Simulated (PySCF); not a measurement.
Positional isomers: benzothiophene silyl+ethynyl. All species are isolated molecules in the gas phase. Strings in code marks are SMILES.

Level of theory: PBE-D3(BJ)/def2-TZVP // PBE-D3(BJ)/def2-SVP (PySCF 2.14.0). Delta-SCF ions had no search for a lower state. Excitations are Tamm–Dancoff values on a coarser integration grid. The basis has no diffuse functions, so Rydberg states are missing or too high.

```csv
species,HOMO (eV),brightest of the four lowest singlets (TDA) (eV),S1 oscillator strength,HOMO–LUMO gap (eV),vertical ionisation energy (Delta-SCF) (eV)
`C#Cc1c([SiH3])ccc2sccc12`,-5.52,4.64,0.080,[?],7.71
`C#Cc1c([SiH3])sc2ccccc12`,-5.47,3.79,0.100,[?],7.66
`C#Cc1cc([SiH3])c2sccc2c1`,-5.63,–,0.003,[?],–
`c12c(C#C)cc(cc2ccs1)[SiH3]`,-5.57,[?],[?],3.24,7.75
`C#Cc1cc([SiH3])cc2sccc12`,-5.54,4.61,[?],[?],7.71
`C#Cc1cc2c([SiH3])cccc2s1`,-5.61,4.50,0.072,3.04,7.78
`C#Cc1cc2cc([SiH3])ccc2s1`,-5.61,[?],0.023,3.12,[?]
`c1c([SiH3])cc2sc(cc2c1)C#C`,-5.62,4.11,0.057,3.05,7.77
`c1ccc([SiH3])c2c1cc(C#C)s2`,-5.60,4.49,0.032,3.11,–
`C#Cc1cc2ccsc2cc1[SiH3]`,-5.62,4.59,0.019,3.47,–
`C(c1c(cc2c(c1)scc2)[SiH3])#C`,-5.55,[?],[?],3.20,–
`c1cc([SiH3])c2ccsc2c1C#C`,-5.58,[?],0.112,[?],7.74
```

Question: Some entries are withheld; supply them.

Answer: 
- `C#Cc1c([SiH3])ccc2sccc12`, HOMO–LUMO gap (eV): 3.08
- `C#Cc1c([SiH3])sc2ccccc12`, HOMO–LUMO gap (eV): 3.06
- `C#Cc1cc([SiH3])c2sccc2c1`, HOMO–LUMO gap (eV): 3.42
- `c12c(C#C)cc(cc2ccs1)[SiH3]`, brightest of the four lowest singlets (TDA) (eV): 3.84
- `c12c(C#C)cc(cc2ccs1)[SiH3]`, S1 oscillator strength: 0.069
- `C#Cc1cc([SiH3])cc2sccc12`, S1 oscillator strength: 0.122
- `C#Cc1cc([SiH3])cc2sccc12`, HOMO–LUMO gap (eV): 3.13
- `C#Cc1cc2cc([SiH3])ccc2s1`, brightest of the four lowest singlets (TDA) (eV): 4.48
- `C#Cc1cc2cc([SiH3])ccc2s1`, vertical ionisation energy (Delta-SCF) (eV): 7.80
- `C(c1c(cc2c(c1)scc2)[SiH3])#C`, brightest of the four lowest singlets (TDA) (eV): 4.57
- `C(c1c(cc2c(c1)scc2)[SiH3])#C`, S1 oscillator strength: 0.056
- `c1cc([SiH3])c2ccsc2c1C#C`, brightest of the four lowest singlets (TDA) (eV): 4.60
- `c1cc([SiH3])c2ccsc2c1C#C`, HOMO–LUMO gap (eV): 3.08
